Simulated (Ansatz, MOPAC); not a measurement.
Species: CH3Be, charge 0, multiplicity 2. SMILES: [CH3][Be]

Atoms: Be1, C2, H3, H4, H5. Bonds: Be1-C2, C2-H3, C2-H4, C2-H5.

Bond lengths (Å) and angles (degrees) optimised at PM6 with MOPAC; PM7 with MOPAC; MNDO with MOPAC; PBE/6-31G* with Ansatz (a program for electronic structure), each started from the B3LYP-D3(BJ)/def2-TZVP structure (Ansatz) of the last column. A row stands for all coordinates that are equal there. 6-31G* holds six Cartesian d functions. No wavenumbers were computed at MNDO, PBE/6-31G*, so these may be saddle points.

```tsv
coordinate	PM6	PM7	MNDO	PBE/6-31G*	B3LYP-D3(BJ)/def2-TZVP
Be1-C2	1.721	1.603	1.673	1.696	1.686
C2-H3	1.092	1.083	1.115	1.106	1.095
Be1-C2-H3	111.8	109.0	111.6	111.7	111.5
H3-C2-H4	107.1	109.9	107.3	107.2	107.4
```

Mean signed difference of all 4 bond lengths from B3LYP-D3(BJ)/def2-TZVP: PM6 0.007 Å, PM7 -0.030 Å, MNDO 0.012 Å, PBE/6-31G* 0.011 Å.
